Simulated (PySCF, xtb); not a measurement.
TaF4Br, SMILES [F][Ta]([Br])([F])([F])[F], multiplicity 1.

GFN2-xTB (xtb) at its own geometry gives an orbital gap of 4.71 eV and a dipole moment of 2.98 D.

Geometry optimised at PBE0-D3(BJ)/def2-SVP. The spin state was assumed, not searched. The structure was generated by enumeration; whether it is a known compound was not checked. The def2 effective core potentials stand for the cores of Ta; spin–orbit coupling is left out.

What does CAM-B3LYP/def2-TZVP (PySCF) give? (The exact figures need the calculation; the answer reports its results.)

gap 9.67 eV (levels -11.44 and -1.77 eV), dipole 1.72 D.
